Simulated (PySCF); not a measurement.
Computed IR spectrum (relative IR intensity) of a molecule CH₆OSeSi. The structure is a stationary point at PBE-D3(BJ)/def2-SVP. The values are those of a single conformer. Level of theory: PBE-D3(BJ)/def2-SVP run with PySCF. Frequencies are harmonic and unscaled.

Lines under 2 % of the strongest are left out, and lines within 2 cm⁻¹ are merged.

```tsv
ν (cm⁻¹)	relative intensity
527	5.8
582	2.2
682	16
698	28
832	78
867	8.1
879	9.8
899	29
909	49
949	100
1366	3.9
1396	6.5
2148	39
2163	54
2181	59
2978	3.2
```

Task: Pick the molecule that these values belong to.
(A) CO[Se][SiH3]
(B) C[Se]O[SiH3]
(C) CO[SiH2][SeH]

Result: B, C[Se]O[SiH3]
